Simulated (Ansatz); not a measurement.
C3H5FMg: where a starting geometry ends

The starting geometry of this gas-phase singlet was optimised with GFN2-xTB.

```xyz
10

C    -0.0465    0.4619   -0.6357
C    -0.7408    1.2611    0.1704
C    -0.2127    1.8581    1.3853
F    -1.6907   -0.9171    2.3790
Mg   -0.9116    0.5428    2.8813
H     0.9840    0.2117   -0.4281
H    -0.4739    0.0501   -1.5329
H    -1.7723    1.5018   -0.0751
H     0.8745    1.8549    1.4203
H    -0.6156    2.8454    1.5915
```

**Question.** Predict what it relaxes into with PBE-D3(BJ)/def2-SVP.

**Answer.** A new bond forms, giving a structure given below by its coordinates. Distances that change by over a tenth: C2–Mg5 (2.81 → 2.28 Å). Contacts that close: C1–Mg5 (3.62 → 2.44 Å).

The energy falls by 0.66 eV over 23 steps:

```csv
step,E − E(last) (eV)
1,0.659
3,0.221
6,0.047
8,0.027
11,0.023
13,0.021
16,0.004
18,0.002
21,0.000
23,0.000
```

Final geometry (Å):

| atom | x (Å) | y (Å) | z (Å) |
| --- | --- | --- | --- |
| C | -0.1709 | 0.3382 | -0.4489 |
| C | -0.6451 | 1.5259 | 0.1016 |
| C | -0.2321 | 2.1086 | 1.3578 |
| F | -1.4384 | -1.2716 | 2.8675 |
| Mg | -0.9379 | 0.1048 | 1.8565 |
| H | 0.8033 | -0.0819 | -0.1235 |
| H | -0.6007 | -0.0805 | -1.3686 |
| H | -1.5561 | 1.9535 | -0.3639 |
| H | 0.8405 | 2.0000 | 1.6239 |
| H | -0.6682 | 3.0737 | 1.6533 |

No frequencies were run, so the end isn't proven a minimum. Run with Ansatz 0.2.0, 36 s on 2 threads of Arm Neoverse V1, with other jobs on the host.
